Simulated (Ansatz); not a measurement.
C$_{6}$H$_{11}$HfNO, SMILES `[CH3][Hf]1234([NH2])([OH])[C@H]5[C@@H]1[C@@H]2[C@@H]3[C@H]54`, relaxed with RKS PBE0-D4/def2-TZVP in Ansatz from a GFN2-xTB geometry. The force threshold is 0.005 eV/Å; the program also tests the step.

Total charge 0; spin multiplicity 1. Hf takes the def2 core potential.

Start:

```xyz
20

C    -1.842    0.312    1.535
Hf   -0.183    0.550    0.102
N     1.037    1.805    1.100
O    -0.978    1.763   -1.106
C    -0.353   -1.730   -0.882
C     0.232   -0.913   -1.871
C     1.493   -0.487   -1.398
C     1.698   -1.065   -0.124
C     0.556   -1.826    0.198
H    -2.213    1.276    1.906
H    -1.552   -0.270    2.419
H    -2.700   -0.200    1.081
H     0.573    2.563    1.605
H     1.734    2.264    0.507
H    -1.413    2.521   -0.702
H    -1.254   -2.317   -1.001
H    -0.158   -0.745   -2.865
H     2.239    0.038   -1.981
H     2.621   -1.043    0.439
H     0.464   -2.498    1.041
```

(1) By how much does the energy fall, and how many steps does the optimiser take? (An estimate is asked.)

(2) Which bonds change most? (Best estimate.)

(3) Give the relaxed structure. (An estimate is asked.)

## Answers

(1) Computed: 0.80 eV, in 36 steps, 5 of them rejected.

(2) Computed: Hf2–C8 from 2.489 to 2.560 Å; Hf2–C7 from 2.477 to 2.542 Å; Hf2–C9 from 2.490 to 2.545 Å; C1–Hf2 from 2.205 to 2.249 Å.

(3) Ansatz gave: 
```xyz
20

C    -1.483    0.120    1.831
Hf   -0.305    0.676   -0.002
N     1.083    1.992    0.710
O    -1.593    1.727   -0.976
C    -0.402   -1.532   -1.211
C     0.504   -0.722   -1.930
C     1.642   -0.518   -1.119
C     1.436   -1.199    0.099
C     0.173   -1.824    0.044
H    -1.916    1.035    2.255
H    -0.880   -0.345    2.618
H    -2.316   -0.558    1.610
H     0.856    2.964    0.877
H     2.056    1.849    0.933
H    -2.176    2.072   -1.644
H    -1.375   -1.856   -1.554
H     0.351   -0.322   -2.922
H     2.506    0.073   -1.381
H     2.117   -1.220    0.937
H    -0.280   -2.412    0.828
```
